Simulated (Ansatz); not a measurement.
Single points on CdI₂.

```yaml
crystal:
  periodic: [false, false, false]
  atoms:
    - {symbol: Cd, position_ang: [-0.004033, -0.002331, -0.000017]}
    - {symbol: I, position_ang: [-0.014891, -0.019574, 2.587740]}
    - {symbol: I, position_ang: [0.018924, 0.021905, -2.587723]}
basis:
  gaussian: {orbitals: STO-3G}
hamiltonian: {xc: hf}
scf: {omitted_lower_state_checks: [starts]}
output: {orbitals: {seedname: orbitals}}
```

The file start.molden holds the orbitals of an earlier run on this structure, at another level or in another basis.

```sh
$ ansatz run in.yaml --threads 4 --pin off --events-out ev --progress --plain --max-ram 3916MiB
```

It prints (some lines left out):

```
Functional definition: HF
925 factors; integrals over basis functions are off by at most 6.0e-4 eV
mean field evaluation 1: about -520094.8326 eV, gradient 1.4e1 eV
mean field evaluation 2: about -520094.8391 eV, gradient 1.4e1 eV
mean field evaluation 4: about -520095.9703 eV, gradient 6.0e-1 eV
mean field evaluation 8: about -520095.9717 eV, gradient 1.4e-4 eV
mean field -520095.97165749 eV, -19113.1744247014 hartree, gradient 1.6e-5 eV, S^2 0.000000; 0 other end points of the search recorded, 0 dependent functions left out
reference -520095.97165749 eV, -19113.1744247014 hartree; 77, 77 occupied and 4, 4 virtual orbitals, 925 factors
Total energy: -520095.97165749 eV, -19113.1744247014 hartree
Checks for a lower state left out: starts
```

Run time 1.8 s (4 threads of Intel Xeon on a shared host).

The first input with `gaussian: {orbitals: def2-TZVPD, initial_orbitals: start.molden}`, `hamiltonian: {xc: pbe0, dispersion: d4}` (abridged; 4 s):

```
Functional definition: PBE0
mean field -20771.03109861 eV, -763.3213137634 hartree, gradient 2.7e-5 eV, S^2 0.000000
Total energy: -20771.12370695 eV, -763.3247170570 hartree
Checks for a lower state left out: starts
```

First input, but with `gaussian: {orbitals: def2-TZVPD, initial_orbitals: start.molden}`, `hamiltonian: {xc: pbe, dispersion: d4}` (abridged; 2.7 s):

```
Functional definition: PBE
mean field -20769.80459400 eV, -763.2762405502 hartree, gradient 1.2e-5 eV, S^2 0.000000
Total energy: -20769.91050142 eV, -763.2801325761 hartree
Checks for a lower state left out: starts
```

First input, but with `gaussian: {orbitals: def2-TZVP, initial_orbitals: start.molden}`, `hamiltonian: {xc: {name: r2SCANh}, dispersion: d4}` (abridged; 4.5 s):

```
Functional definition: r2SCANh
mean field -20777.39237740 eV, -763.5550864471 hartree, gradient 1.1e-5 eV, S^2 0.000000
Total energy: -20777.41801359 eV, -763.5560285595 hartree
Checks for a lower state left out: starts
```

As the first input, with `gaussian: {orbitals: def2-TZVP, initial_orbitals: start.molden}`, `hamiltonian: {xc: {name: BLYP}, dispersion: d4}` (abridged; 1.8 s):

```
Functional definition: BLYP
mean field -20766.23286030 eV, -763.1449817579 hartree, gradient 3.4e-5 eV, S^2 0.000000
Total energy: -20766.44482036 eV, -763.1527711464 hartree
Checks for a lower state left out: starts
```

As the first input, with `gaussian: {orbitals: def2-TZVP, initial_orbitals: start.molden}`, `hamiltonian: {xc: pbe0, dispersion: d4}`, `output: {forces: true, orbitals: {seedname: orbitals}}` (abridged; 4.6 s):

```
Functional definition: PBE0
mean field -20771.02275240 eV, -763.3210070457 hartree, gradient 9.7e-6 eV, S^2 0.000000
Total energy: -20771.11535267 eV, -763.3244100429 hartree
Atom 0 force     0.004627     0.002678    -0.000792 eV/Å
Atom 1 force    -0.002214    -0.001217    -0.014730 eV/Å
Atom 2 force    -0.002413    -0.001461     0.015521 eV/Å
Dipole moment:    -0.002827    -0.001634     0.000040 e Å
Checks for a lower state left out: starts
```

First input, but with `gaussian: {orbitals: def2-TZVP, initial_orbitals: start.molden}`, `correlation: {method: mp2}` and without the key `hamiltonian` (abridged; 3.4 s):

```
Functional definition: HF
mean field -20689.36282072 eV, -760.3200599077 hartree, gradient 2.0e-6 eV, S^2 0.000000
8 core orbitals not correlated: weight in the atoms' cores, before any rotation towards them, 1.000 or more for the frozen orbitals, at most 0.000 for the correlated occupied ones
second order -40.25068479 eV of doubles, -0.00000000 eV of singles
Total energy: -20729.61350551 eV, -761.7992452910 hartree
Checks for a lower state left out: starts
```

Geometry: PBE0-D4/def2-TZVP.

In the def2 sets Cd, I take a core potential, while STO-3G treats all electrons; there is no spin–orbit coupling. Correlated methods freeze 8 core orbitals; core or outer-core shells of Cd, I are correlated, in sets that lack core-valence functions.
